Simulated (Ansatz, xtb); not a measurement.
**Two structures of CH3GeO−**

Structure I: `[CH2]1[O][GeH-]1`, a singlet. Structure II: a singlet given by its coordinates. Both are isolated ions in the gas phase, relaxed with PBE0-D3(BJ)/def2-SVPD.

I (Å):

```yaml
atoms:
  - { symbol: C, position_ang: [0.3303, -0.9962, 0.0934] }
  - { symbol: Ge, position_ang: [-0.5216, 0.7305, -0.4392] }
  - { symbol: O, position_ang: [-1.0612, -1.0640, 0.1356] }
  - { symbol: H, position_ang: [0.8299, -1.1023, 1.0755] }
  - { symbol: H, position_ang: [0.8062, -1.6425, -0.6697] }
  - { symbol: H, position_ang: [-0.4576, 1.3679, 1.0616] }
```

II (Å):

```yaml
atoms:
  - { symbol: C, position_ang: [-0.8071, 1.7841, -0.7961] }
  - { symbol: Ge, position_ang: [0.8512, 0.8145, -0.2315] }
  - { symbol: O, position_ang: [-1.8145, 1.3740, -1.3574] }
  - { symbol: H, position_ang: [-0.8515, 2.8510, -0.3919] }
  - { symbol: H, position_ang: [1.8034, 2.0307, -0.6393] }
  - { symbol: H, position_ang: [1.0699, -0.0485, -1.5504] }
```

Close contacts (Å): C1–Ge2 2.00, C1–O3 1.22, C1–H4 1.14, Ge2–H5 1.60, Ge2–H6 1.59.

Task: Estimate which is lower in electronic energy at CCSD(T)/def2-SVPD + ΔMP2/def2-TZVPPD, and by roughly how much.

Result: The CCSD(T)/def2-SVPD + ΔMP2/def2-TZVPPD calculation puts structure II lower, by 1.17 kcal/mol.

The same difference at several levels:

| level | geometry | E(II) − E(I) (kcal/mol) | departure from the last row (kcal/mol) | job, with rough time for the two |
| --- | --- | --- | --- | --- |
| GFN2-xTB | GFN2-xTB | +18.47 | +19.63 | optimisation, 0.57 s |
| HF/STO-3G | GFN2-xTB | −17.44 | −16.27 | single point, 0.88 s |
| r2SCAN-D4/def2-SVPD | GFN2-xTB | −12.46 | −11.29 | single point, 5.1 s |
| PBE0-D3(BJ)/def2-SVPD | PBE0-D3(BJ)/def2-SVPD | −3.30 | −2.13 | optimisation, 1.9 min |
| HF/def2-SVPD | PBE0-D3(BJ)/def2-SVPD | −11.15 | −9.98 | part of the CCSD(T) run |
| MP2/def2-SVPD | PBE0-D3(BJ)/def2-SVPD | −1.30 | −0.13 | part of the CCSD(T) run |
| CCSD(T)/def2-SVPD | PBE0-D3(BJ)/def2-SVPD | −3.86 | −2.70 | single point |
| CCSD(T)/def2-SVPD + ΔMP2/def2-TZVPPD | PBE0-D3(BJ)/def2-SVPD | −1.17 |  | single point, 64 s |

GFN2-xTB puts the two in the other order. The largest departure from CCSD(T)/def2-SVPD + ΔMP2/def2-TZVPPD is that of GFN2-xTB, 19.63 kcal/mol. The last row adds to CCSD(T) the change of the MP2 difference between the two basis sets, here +2.70 kcal/mol.

With harmonic frequencies from PBE0-D3(BJ)/def2-SVPD (ideal gas, rigid rotor, one conformer each, 200 K, 1 atm): on the last row, ΔE + ΔZPE = −4.02, ΔH = −3.79, ΔG = −4.23 kcal/mol.

The correlated steps freeze 11 core orbitals; the filled d shell of Ge is correlated, in a basis made for valence electrons. Run with Ansatz 0.2.0, xtb 6.7.1; the last row on 2 threads of Intel(R) Xeon(R) Processor @ 2.50GHz (Skylake/Cascade Lake) on a shared host.
